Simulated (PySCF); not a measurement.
Isomers of C6H15PS, mass 150.063 u with the commonest isotopes. The calculation used PBE0/pcSseg-1 in PySCF (dipole) on a GFN2-xTB geometry, gas phase. One conformer each, none proved a minimum here; rigid rotors.

Task: Order these by rotational constant B, smallest first.
A. `[CH3:1][CH2:2][C@H:3]([CH3:4])[P:5]([CH3:6])([CH3:7])=[S:8]` with C1–C2–C3–C4 -67°, C2–C3–P5–C6 -174°
B. `[CH3:1][CH2:2][CH2:3][CH2:4][PH:5][CH2:6][S:7][CH3:8]` with C1–C2–C3–C4 -179°, C2–C3–C4–P5 -179°, C3–C4–P5–C6 -166°, C4–P5–C6–S7 168°, P5–C6–S7–C8 67°
C. `[CH3:1][CH2:2][P:3](=[S:4])([CH2:5][CH3:6])[CH2:7][CH3:8]` with C1–C2–P3–S4 -58°, C2–P3–C5–C6 -176°, C2–P3–C7–C8 55°

Result: B (395.0 MHz), A (932.9 MHz), C (1249 MHz).

Task: Order these by out-of-plane moment Σ m c² = (Ia + Ib − Ic)/2, largest first.
A. `[CH3:1][CH2:2][C@H:3]([CH3:4])[P:5]([CH3:6])([CH3:7])=[S:8]` with C1–C2–C3–C4 -67°, C2–C3–P5–C6 -174°
B. `[CH3:1][CH2:2][P:3](=[S:4])([CH2:5][CH3:6])[CH2:7][CH3:8]` with C1–C2–P3–S4 -58°, C2–P3–C5–C6 -176°, C2–P3–C7–C8 55°
C. `[CH3:1][CH2:2][CH2:3][CH2:4][PH:5][CH2:6][S:7][CH3:8]` with C1–C2–C3–C4 -179°, C2–C3–C4–P5 -179°, C3–C4–P5–C6 -166°, C4–P5–C6–S7 168°, P5–C6–S7–C8 67°

Result: A (134.72 u·Å²), B (103.26 u·Å²), C (29.13 u·Å²).

Task: Order these by dipole moment, largest first.
A. `[CH3:1][CH2:2][CH2:3][CH2:4][PH:5][CH2:6][S:7][CH3:8]` with C1–C2–C3–C4 -179°, C2–C3–C4–P5 -179°, C3–C4–P5–C6 -166°, C4–P5–C6–S7 168°, P5–C6–S7–C8 67°
B. `[CH3:1][CH2:2][P:3](=[S:4])([CH2:5][CH3:6])[CH2:7][CH3:8]` with C1–C2–P3–S4 -58°, C2–P3–C5–C6 -176°, C2–P3–C7–C8 55°
C. `[CH3:1][CH2:2][C@H:3]([CH3:4])[P:5]([CH3:6])([CH3:7])=[S:8]` with C1–C2–C3–C4 -67°, C2–C3–P5–C6 -174°

Result: B (4.80 D), C (4.63 D), A (1.84 D).

| SMILES | point group | Ia (u·Å²) | Ib (u·Å²) | Ic (u·Å²) | κ | μa (D) | μb (D) | μc (D) |
| --- | --- | --- | --- | --- | --- | --- | --- | --- |
| CCP(=S)(CC)CC | near Cs | 357.09 | 404.56 | 555.14 | 0.34 | 0.29 | 4.47 | 1.74 |
| CC[C@H](C)P(C)(C)=S | C1 | 279.23 | 541.71 | 551.49 | -0.96 | 1.90 | 4.19 | 0.54 |
| CCCCPCSC | C1 | 88.07 | 1279.28 | 1309.10 | -1.00 | 1.42 | 0.19 | 1.15 |
